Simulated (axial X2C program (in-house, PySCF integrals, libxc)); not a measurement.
## Photoelectron levels of CdS by EOM-IP-CCSD

Calculated with an axial X2C code built on PySCF integrals: two-component X2C with atomic mean-field Coulomb and Gaunt terms, Gaussian nuclei, basis Cd dyall-cv3z, S dyall-av3z with contracted cores.

R = 2.446 Å (1.090 times 2.244 Å, the PBE0 minimum at charge 0 for the lowest determinant).

Vertical ionisation energies of CdS to the states of CdS⁺:

```json
{"Ω of CdS⁺": "3/2", "vertical IE (eV)": "7.984", "above lowest (cm⁻¹)": "0", "ionised spinor": "92% S pπ", "one-hole weight": "0.91"}
{"Ω of CdS⁺": "1/2", "vertical IE (eV)": "8.038", "above lowest (cm⁻¹)": "437", "ionised spinor": "92% S pπ", "one-hole weight": "0.91"}
{"Ω of CdS⁺": "1/2", "vertical IE (eV)": "10.420", "above lowest (cm⁻¹)": "19646", "ionised spinor": "51% S pσ, 41% Cd sσ", "one-hole weight": "0.95"}
```

**Question.** Take the first Ω = 1/2 and Ω = 3/2 rows of π character: how far apart are they, and which lies lower?

**Answer.** E(3/2) − E(1/2) = 0 − 437 = -437 cm⁻¹ at EOM-IP-CCSD: inverted, Ω = 3/2 lower. Splittings at this level can be off by ten to twenty per cent.

This point took 27 s on 1 thread of Intel(R) Xeon(R) Platinum 8488C (Sapphire Rapids), on a shared host.

Reference electrons by ω block (each with its −ω partner): 1/2: 21, 3/2: 9, 5/2: 2. 18 electrons of CdS correlated (inner shells frozen), 84 natural virtual spinors (a truncated set); levels can be off by some tenths of an eV. Roots sought by Ω: (1/2: 4, 3/2: 3, 5/2: 1); the list ends where they run out and leaves out roots under 60 % one-particle weight. The solver can skip a root, and states that need a further excitation, which the method places far too high, are missing though they may lie low or lowest. T1 of the reference 0.018 (Lee–Taylor). Number of frozen shells: Cd 4 s, 3 p, 1 d; S 2 s, 1 p. Large amplitudes in the reference (orbital relaxation or multireference character) lower the reliability.
